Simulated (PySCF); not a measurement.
Stepwise substitution at one centre (Ge SH-H). All species are isolated molecules in the gas phase. One relaxed conformer stands for each flexible species; it need not be the lowest. Strings in code marks are SMILES.

All values below come from PySCF with r2SCAN-D4/def2-TZVP. All candidates: neutral, multiplicity 1. Excitations are Tamm–Dancoff values on a coarser integration grid. The basis has no diffuse functions, so Rydberg states are missing or too high.

| Property | Value |
|---|---|
| HOMO | -6.44 eV |
| S1 excitation (TDA) | 5.49 eV |
| HOMO–LUMO gap | 5.33 eV |

Q: Which member has these values?
A. `[SH][Ge]([SH])([SH])[SH]`
B. `[SH][GeH3]`
C. `[SH][GeH2][SH]` (H–S–Ge–S torsion -145°, S–Ge–S–H torsion 59°)
D. `[SH][GeH]([SH])[SH]`

A: C, `[SH][GeH2][SH]` (H–S–Ge–S torsion -145°, S–Ge–S–H torsion 59°). The others give `[SH][GeH3]`: -6.36 eV, 5.89 eV, 5.77 eV; `[SH][GeH]([SH])[SH]`: -6.54 eV, 4.95 eV, 4.82 eV; `[SH][Ge]([SH])([SH])[SH]`: -6.70 eV, 4.72 eV, 4.58 eV
